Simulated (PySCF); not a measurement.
**Working out the ionisation energy of Ge⁺**

Ge⁺ [Ar] 3d10 4s2 4p1 (2P) → Ge²⁺ [Ar] 3d10 4s2 (1S). Computed with PySCF 2.14 in cc-pVTZ-DK, with the spin-free X2C one-electron Hamiltonian (Gaussian nucleus). Frozen: [Ar] 3d10. Energies in hartree (1 hartree = 27.21139 eV):

```csv
part,Ge⁺ (lower),Ge²⁺ (upper)
UHF,-2096.779521,-2096.219232
CCSD correlation,-0.050723,-0.039360
(T),-0.000769,0.000000
```

Question: What does Hartree-Fock give?

Answer: (-2096.219232) − (-2096.779521) = 0.560289 hartree = 15.246 eV.

Question: What do CCSD and CCSD(T) give?

Answer: The CCSD correlation energies differ by 0.011363 hartree = 0.309 eV and the triples by 0.000769 hartree = 0.021 eV, so CCSD gives 15.555 eV and CCSD(T) 15.576 eV.

Measured between the centres of the two terms (NIST): 15.789 eV, so CCSD(T) (valence) is off by -0.213 eV.

What remains against the reference includes basis incompleteness, the frozen core and higher excitations.
